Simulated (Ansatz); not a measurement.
C3H6Cl2Si, SMILES Cl[SiH](/C=C/C)Cl.

The structure is a stationary point at B3LYP-D3(BJ)/def2-SVP. The structure was generated by enumeration; whether it is a known compound was not checked. The values are those of a single conformer.

Two levels are set side by side: PBE/def2-SVPD (Ansatz, an electronic-structure program) and ωB97X-V/def2-SVPD (Ansatz). Energy differences of separate SCF runs at the same geometry; the states with an electron removed or added have multiplicity 2 and 2. Differences are taken from unrounded values.

```
quantity                           ωB97X-V
---------------------------------  -------
vertical ionisation energy (eV)      10.19
vertical singlet–triplet gap (eV)     4.32
```

Task: What does PBE give, and how far is it from ωB97X-V? (An estimate is asked for; the answer gives what the named calculation found.)

Result: 
```csv
quantity,PBE,PBE minus ωB97X-V
vertical ionisation energy (eV),9.65,-0.54
vertical singlet–triplet gap (eV),4.19,-0.13
```
